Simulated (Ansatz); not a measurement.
Geometry optimisation, Ansatz, RKS BLYP-D4/def2-SVP.

Input file:

```yaml
crystal:
  periodic: [false, false, false]
  atoms:
    - { symbol: B, position_ang: [0.6548, 0.9212, -0.7682] }
    - { symbol: C, position_ang: [-0.2214, -0.13, 0.0234] }
    - { symbol: O, position_ang: [0.4197, -1.353, -0.0796] }
    - { symbol: O, position_ang: [-0.2421, 0.2788, 1.3617] }
    - { symbol: H, position_ang: [0.8001, 0.8184, -1.955] }
    - { symbol: H, position_ang: [1.0257, 1.942, -0.2343] }
    - { symbol: H, position_ang: [-1.2034, -0.1961, -0.4345] }
    - { symbol: H, position_ang: [-0.1452, -2.0295, 0.2465] }
    - { symbol: H, position_ang: [-0.9997, -0.298, 1.8229] }
basis:
  gaussian: { orbitals: def2-SVP }
hamiltonian:
  xc: blyp
  dispersion: d4
relax:
  f_tol: 0.02
  max_steps: 40
scf:
  lower_state_search: "off"
```

Command:

```bash
$ ansatz run input.yaml --threads 1 --pin off --max-ram 2048MiB --backend cpu --events-out ev --progress --plain --runs-dir out
```

Task: Where does it end, and by what steps?

Result: The forces met the threshold. After 23 steps the energy has fallen by 0.753 eV; H8 moved furthest, 1.23 Å. Joined: B1–O3.

```tsv
step	energy less start (eV)	largest force component (eV/Å)	accepted
0	0.0000	2.837	yes
1	-0.2496	1.004	yes
2	-0.3219	0.269	yes
3	-0.3264	0.137	yes
4	-0.3328	0.270	yes
5	-0.3376	0.137	yes
6	-0.3635	0.573	yes
7	-0.4239	0.548	yes
8	-0.4372	1.160	yes
9	-0.5226	0.599	yes
10	-0.5830	0.944	yes
11	-0.6704	0.744	yes
12	-0.6159	1.175	no
13	-0.7320	0.288	yes
14	-0.7255	0.933	no
15	-0.7434	0.086	yes
16	-0.7502	0.100	yes
17	-0.7499	0.194	no
18	-0.7514	0.035	yes
19	-0.7525	0.053	yes
20	-0.7527	0.094	yes
21	-0.7530	0.034	yes
22	-0.7531	0.043	yes
23	-0.7531	0.004	yes
```

```xyz
9
Properties=species:S:1:pos:R:3
B 0.663 0.549 -0.693
C -0.557 0.145 0.207
O 0.774 -0.945 -0.029
O -0.639 0.516 1.495
H 0.527 0.509 -1.904
H 1.489 1.291 -0.206
H -1.419 -0.442 -0.170
H 0.487 -1.590 -0.710
H -1.237 -0.081 1.993
```

Time of the run: 14 s on 1 thread of AMD EPYC 9R45 96-Core Processor (Zen 5), on a shared host, peak memory 0.13 GiB.
